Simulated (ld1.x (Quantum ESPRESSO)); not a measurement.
**What one change does to a pseudopotential (Yb, PAW)**

```
Element                 : Yb (Z = 70)
Generator               : ld1.x (Quantum ESPRESSO) 7.5
Type                    : PAW
Functional              : PBE
Relativity              : scalar-relativistic
Frozen core             : [Kr] 4d10
Valence charge          : 24
Reference configuration : 4f14 5s2 5p6 5d0 6s1.5 6p0 (charge +0.5)
Partial waves           : 5s (bound): rcut 1.55, rcutus 1.85 bohr; 6s (bound): rcut 1.55, rcutus 1.85 bohr; 5p (bound): rcut 2.65, rcutus 3.20 bohr; 6p (bound, empty): rcut 2.65, rcutus 3.20 bohr; 5d (bound, empty): rcut 2.65, rcutus 3.50 bohr; 5d channel at 1.8 Ry: rcut 2.65, rcutus 3.50 bohr; 4f (bound): rcut 1.00, rcutus 1.30 bohr; 4f channel at 0.9 Ry: rcut 1.00, rcutus 1.30 bohr
Local potential         : all-electron potential smoothed inside 1.40 bohr (lloc = -1)
Core correction         : a·sin(br)/r model core inside 1.00 bohr
Augmentation charge     : PSQ, inside the norm-conserving radii
```

All-electron outer shells of the reference configuration (PBE, scalar-relativistic, ld1.x):

| shell | level (eV) | outermost node (bohr) | outermost maximum (bohr) |
| --- | --- | --- | --- |
| 4p | -341.44 | 0.26 | 0.48 |
| 4d | -181.12 | 0.24 | 0.49 |
| 5s | -58.16 | 0.58 | 1.07 |
| 5p | -30.66 | 0.62 | 1.24 |
| 6s | -6.50 | 1.46 | 3.16 |
| 4f | -6.21 | – | 0.49 |
| 5d | -3.39 | 0.70 | 2.02 |
| 6p | -3.22 | 1.80 | 4.32 |

Change: waves 4f (bound): rcut 1.00, rcutus 1.38 bohr; 4f channel at 0.9 Ry: rcut 1.00, rcutus 1.38 bohr.

Cutoffs: the cutoffs (Ry, on a coarse ladder) from which the occupation-weighted sum of valence levels, in a spherical-Bessel basis at the reference potential, stays within 10 and 1 mRy of its value at 400 Ry; they do not see the model core or the augmentation charge, which bear on the density cutoff. Errors are all-electron minus pseudo energies relative to the spin-unpolarised reference configuration.

**Question.** What does the change do?

**Answer.** The potential gets softer (120 Ry and 200 Ry → 100 Ry and 160 Ry); of the 7 tests that both files solve, the error grows in 3 and shrinks in 0 by more than 15 % and 0.3 meV (median size 1.0 → 1.8 meV); neither file shows a bound ghost. A larger radius leaves more room for a smooth pseudo-wave, so fewer plane waves are needed. More of the atom is replaced by a form fitted at one configuration, so other configurations suffer.

```csv
quantity,base,changed
"cutoff, loose",120 Ry,100 Ry
"cutoff, tight",200 Ry,160 Ry
loose cutoff by channel (10 mRy a level),"s 12 Ry, p 6 Ry, f 80 Ry","s 12 Ry, p 6 Ry, f 60 Ry"
bound ghosts,none,none
"error for 4f14 5s2 5p6 5d0 6s2 6p0, meV [ΔE -2.60 eV]",+1.9,+1.8
"error for 4f14 5s2 5p6 5d0 6s1 6p0, meV [ΔE 3.94 eV]",-1.9,-2.0
"error for 4f14 5s2 5p6 5d0 6s0 6p0, meV [ΔE 16.18 eV]",-6.5,-7.3
"error for 4f14 5s2 5p6 5d0 6s0 6p2, meV [ΔE 3.45 eV]",-0.3,-0.8
"error for 4f14 5s2 5p6 5d0.5 6s1.5 6p0, meV [ΔE -0.97 eV]",+1.0,+0.8
"error for 4f13 5s2 5p6 5d0 6s0 6p0, meV [ΔE 42.77 eV]",-0.9,-128
"error for 4f14 5s2 5p6 5d0 6s0 6p1, meV [ΔE 7.72 eV]",-1.0,-1.7
s: phases at 3.79 bohr within 0.05 rad from the reference energy up to (Ry; the scan ends near 5),1.9,1.9
p: phases at 3.79 bohr within 0.05 rad from the reference energy up to (Ry; the scan ends near 5),1.5,1.5
d: phases at 3.79 bohr within 0.05 rad from the reference energy up to (Ry; the scan ends near 5),3.6,3.6
f: phases at 3.79 bohr within 0.05 rad from the reference energy up to (Ry; the scan ends near 5),n/a,n/a
lowest overlap eigenvalue by channel,"s 0.05, p 0.71, d 0.80, f 0.89","s 0.05, p 0.71, d 0.80, f 0.36"
```
